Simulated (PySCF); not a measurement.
Identify the unknown among the candidates.

All candidates are C4H8O3S.

- UV, first state: lowest singlet excitation: 6.50 eV (191 nm, f = 0.051) [TDDFT PBE0/def2-SVPD]
- Polarisability: 80.6 au [PBE0/def2-SVPD]
- 1H NMR: chemical shifts (computed TMS as zero) by class: 5.38 (1 H), 4.66 (1 H), 3.85 (3 H), 2.69 (3 H) ppm [GIAO PBE0/pcSseg-1]
- Triplet: lowest triplet excitation (Tamm–Dancoff): 4.22 eV [TDA PBE0/def2-SVPD]
- NMR, other nuclei: isotropic shieldings of nuclei other than C and H, by class: 126 (2 O), 225 (1 O), 208 (1 S) ppm [GIAO PBE0/pcSseg-1]
- 13C NMR: chemical shifts (computed TMS as zero) by class: 173.0 (1 C), 88.3 (1 C), 57.8 (1 C), 44.4 (1 C) ppm [GIAO PBE0/pcSseg-1]
- UV, strongest line: among the 6 lowest singlet transitions: S2 at 6.66 eV (186 nm, f = 0.102) [TDDFT PBE0/def2-SVPD]
- Dipole: 5.49 D [PBE0/def2-SVPD]
- Rotational structure: rotational constants A, B, C: 2.930, 1.325, 1.147 GHz [GFN2-xTB]

Gas-phase values; electronic properties from PySCF, density fitting. Levels stand in brackets. Geometry: GFN2-xTB, one conformer, isolated molecule. NMR classes are plain means over equivalent atoms (diastereotopic ones count apart unless rotation or inversion swaps them), as if these changed places fast.

Question: Which candidate is it?
A. `C[C+](C)CS(=O)(=O)[O-]`
B. `C[C@@H]1CCOS1(=O)=O`
C. `C=C(OC)S(C)(=O)=O`

Answer: C. It is `C=C(OC)S(C)(=O)=O`. Numbering: `[CH2:1]=[C:2]([O:3][CH3:4])[S:5]([CH3:6])(=[O:7])=[O:8]`. 4 carbons fall into 4 classes; from least to most shielded: vinylic carbon bearing oxygen [C2] (173.0 ppm), terminal =CH2 carbon [C1] (88.3 ppm), methoxy carbon [C4] (57.8 ppm), S-methyl carbon [C6] (44.4 ppm). Hydrogen classes from least to most shielded: 1 H on a terminal =CH2 carbon, C1 (5.38 ppm), 1 H on a terminal =CH2 carbon, C1 (4.66 ppm), 3 H on a methoxy carbon, C4 (3.85 ppm, a mean of values up to 0.7 ppm apart in this geometry), 3 H on an S-methyl carbon, C6 (2.69 ppm, a mean of values up to 1.1 ppm apart in this geometry). The other shieldings belong to: 126 ppm, sulfonyl oxygen [O7/O8]; 225 ppm, ether oxygen [O3]; 208 ppm, sulfonyl sulfur [S5]. The optimised geometry has point group C1 and is an asymmetric top.

The others, at the same levels:
- `C[C@@H]1CCOS1(=O)=O` fails: its computed 13C shifts are 63.4 (1 C), 58.5 (1 C), 37.8 (1 C), 18.7 (1 C) ppm, 1H shifts are 4.21 (1 H), 3.98 (1 H), 2.91 (1 H), 2.32 (1 H), 1.78 (1 H), 1.38 (3 H) ppm and rotational constant A is 2.349 GHz (against 2.930 GHz).
- `C[C+](C)CS(=O)(=O)[O-]` fails: it has 3 carbon classes against 4; its computed 13C shifts are 241.1 (1 C), 115.3 (1 C), 37.8 (2 C) ppm, 1H shifts are 5.89 (2 H), 3.45 (6 H) ppm and lowest singlet excitation is 3.52 eV (352 nm, f = 0.000) (against 6.50 eV).

Each candidate is one conformer, not necessarily the lowest. The conformers computed, where there is a choice (atom-mapped SMILES and torsion angles):
- `[CH2:1]=[C:2]([O:3][CH3:4])[S:5]([CH3:6])(=[O:7])=[O:8]`: C1–C2–O3–C4 6°, C1–C2–S5–C6 135°
- `[CH3:1][C+:2]([CH3:3])[CH2:4][S:5](=[O:6])(=[O:7])[O-:8]`: C1–C2–C4–S5 -85°, C2–C4–S5–O6 61°

The conformers of `C[C@@H]1CCOS1(=O)=O` aren't listed.
